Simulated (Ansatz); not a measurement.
`C[CH2][ZnH]` + `N=CO` → `O/C=[N]/[ZnH]` + ethane at 500 K and 1 bar (ligand exchange at a Zn–C bond).

Isolated molecules relaxed with PBE0-D4/def2-TZVP in Ansatz; ΔE leaves out vibrations. CCSD(T)/CBS adds triple-zeta CCSD(T) − MP2 to the extrapolated MP2 energy (def2 sets, frozen cores). This one scheme is used for every species. For Zn outer-core shells are correlated without core-valence functions, which leaves a few kJ/mol of doubt a bond. Scalar relativity is left out up to krypton. Each species was taken in one conformer, which may not be the lowest.

```tsv
species	CCSD(T)/CBS energy (Eh)	H − E (kJ/mol)	S (J/(mol·K))
`C[CH2][ZnH]`	-1858.07157	219.3	345.1
`N=CO`	-169.71775	145.0	280.5
`O/C=[N]/[ZnH]`	-1948.09320	144.5	353.5
`CC`	-79.71954	220.5	259.9
```

H − E and S are ideal-gas, rigid-rotor, harmonic terms from PBE0-D4/def2-TZVP, for one conformer and one mirror image of each species. 1 Eh = 2625.50 kJ/mol, R = 8.31446 J/(mol·K).

Problem. By hand: ΔE, ΔH, ΔS and ΔG.

Solution. ΔE = (-1948.09320) + (-79.71954) − (-1858.07157) − (-169.71775) = -0.02342 Eh = -61.5 kJ/mol. Δ(H − E) = 144.5 + 220.5 − 219.3 − 145.0 = 0.7, so ΔH = -60.8 kJ/mol. ΔS = 353.5 + 259.9 − 345.1 − 280.5 = -12.2 J/(mol·K). ΔG = -60.8 − 500 × (-12.2)/1000 = -54.7 kJ/mol.

Problem. By hand: the equilibrium constant, and the temperature at which ΔG would vanish if ΔH and ΔS stayed fixed.

Solution. log₁₀ K = −ΔG/(RT ln 10) = 5.7. ΔG = 0 at ΔH/ΔS = 4984 K, far beyond where these terms or the molecules hold.

The number of gas molecules stays the same, so ΔS is small and ΔH decides. A doubt of 5 kJ/mol in ΔE shifts log₁₀ K by 0.5 here. Other conformers and mirror images would add mixing entropy, several J/(mol·K) or more a flexible species. These are equilibria of isolated gas molecules and say nothing of rates. Largest T1 diagnostic: 0.017 (customary marks: 0.02 for closed shells, 0.045 for open ones).
